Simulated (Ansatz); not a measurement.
Cs2I2. The state is a singlet with charge 0. Geometry B3LYP-D4/def2-SVP.

Cartesian coordinates in Å:
```
Cs -0.9321 1.1025 2.0724
Cs 0.9322 -1.1023 -2.0720
I 0.2569 -2.2500 1.3123
I -0.2570 2.2499 -1.3127
```

In the def2 sets Cs, I take a core potential; there is no spin–orbit coupling. The structure comes from a short search, and lower isomers may exist.

(1) Estimate the orbital energies around the gap (eV) in Ansatz with PBE-D4/def2-SVP, B97M-V/def2-TZVP, PBE0-D4/def2-SVP, PBE0-D4/def2-TZVP, CAM-B3LYP-D4/def2-TZVP.

Answers

(1) 
```
orbital  PBE-D4/def2-SVP  B97M-V/def2-TZVP  PBE0-D4/def2-SVP  PBE0-D4/def2-TZVP  CAM-B3LYP-D4/def2-TZVP
HOMO−13           -14.83            -15.32            -16.72             -16.82                  -18.52
HOMO−12           -14.82            -15.31            -16.71             -16.81                  -18.51
HOMO−11           -13.40            -13.93            -14.85             -14.81                  -16.22
HOMO−10           -13.39            -13.92            -14.84             -14.80                  -16.21
 HOMO−9           -13.27            -13.79            -14.73             -14.69                  -16.12
 HOMO−8           -13.25            -13.78            -14.72             -14.68                  -16.11
 HOMO−7           -13.23            -13.74            -14.69             -14.66                  -16.09
 HOMO−6           -13.13            -13.65            -14.59             -14.57                  -15.98
 HOMO−5            -4.99             -5.27             -6.03              -6.12                   -7.29
 HOMO−4            -4.94             -5.23             -5.99              -6.09                   -7.27
 HOMO−3            -4.86             -5.15             -5.91              -6.01                   -7.17
 HOMO−2            -4.74             -5.04             -5.79              -5.90                   -7.06
 HOMO−1            -4.72             -5.02             -5.77              -5.88                   -7.05
   HOMO            -4.68             -4.98             -5.73              -5.84                   -7.02
   LUMO            -1.37             -1.21             -0.90              -0.87                   -0.47
 LUMO+1            -1.11             -0.93             -0.66              -0.63                   -0.29
 LUMO+2            -0.14             -0.11              0.18               0.20                    0.44
 LUMO+3            -0.09             -0.10              0.30               0.20                    0.48
 LUMO+4            -0.02             -0.02              0.32               0.28                    0.50
 LUMO+5            -0.02              0.03              0.36               0.31                    0.59
```
